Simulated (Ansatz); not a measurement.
Ansatz (an electronic-structure program) input:
A basis named .json is the Basis Set Exchange file of that set.

Ansatz 0.2 input:
```yaml
crystal:
  periodic: [false, false, false]
  atoms:
    - {symbol: O, position_ang: [0.43423239, -0.69934071, -1.18515025]}
    - {symbol: S, position_ang: [-0.28043456, 0.01828149, 0.09132429]}
    - {symbol: O, position_ang: [0.26531555, -0.57106084, 1.29921777]}
    - {symbol: O, position_ang: [-0.22585736, 1.43341129, -0.18149112]}
    - {symbol: H, position_ang: [0.69742826, -1.59658158, -0.92180003]}
basis:
  gaussian:
    orbitals: aug-cc-pV_D+d_Z.json
magnetization: {spin_polarized: true, initial_magnetization: 1}
correlation: {method: ccsd_t, electrons: outside_noble_gas}
output: {forces: true}
```

Which total energy does the run end on?

-623.43198 Eh (CCSD(T)/aug-cc-pV(D+d)Z). The basis has 110 functions.

It need not be the lowest isomer of its formula.
